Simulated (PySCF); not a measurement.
**Bonding in `Fc1cocc(Cl)c1=S`**

Compound: C₅H₂ClFOS.
SMILES with atom numbers: `[F:1][c:2]1[cH:3][o:4][cH:5][c:6]([Cl:7])[c:8]1=[S:9]` (hydrogens: H10 on C3; H11 on C5)

Bond orders from the PBE0/pcSseg-1 density (PySCF). Geometry: GFN2-xTB; no solvent, vibrations or thermal averaging.

Q: Where do the orders between heavy atoms depart from those drawn in the SMILES?

A: The largest departure is 0.507, at C6–C8 (drawn aromatic, 0.993), counting aromatic bonds as 1.5. Drawn single, order above 1.12: C6–Cl7 (1.154). The bonds drawn aromatic range from 0.99 to 1.64.

Q: Give the Mayer order of every bond, beside its length.

A: 
```csv
bond,drawn as,length (Å),Mayer order
F1–C2,single,1.335,0.973
C2–C3,aromatic,1.351,1.644
C3–O4,aromatic,1.341,1.024
O4–C5,aromatic,1.342,1.035
C5–C6,aromatic,1.353,1.582
C6–Cl7,single,1.711,1.154
C6–C8,aromatic,1.449,0.993
C8–S9,double,1.642,1.818
C8–C2,aromatic,1.443,1.032
C3–H10,single,1.079,0.945
C5–H11,single,1.079,0.958
```

By pair of heavy elements: C–C: lowest C6–C8 (0.993, 1.449 Å), highest C2–C3 (1.644, 1.351 Å). C–O: all 2 within 0.02 of one another (1.024 to 1.035).

Q: Sum the orders of all bonds at each heavy atom with more than one neighbour and set the sums beside the valence in the SMILES.

A: C2 3.649 (drawn 4), C3 3.613 (drawn 4), O4 2.059 (drawn 2), C5 3.575 (drawn 4), C6 3.729 (drawn 4), C8 3.843 (drawn 4). Orders between atoms that aren't bonded are not in these sums.

The Mayer order sums products of elements of PS (density times overlap matrix) between the two atoms' basis functions, so it depends on the basis set.
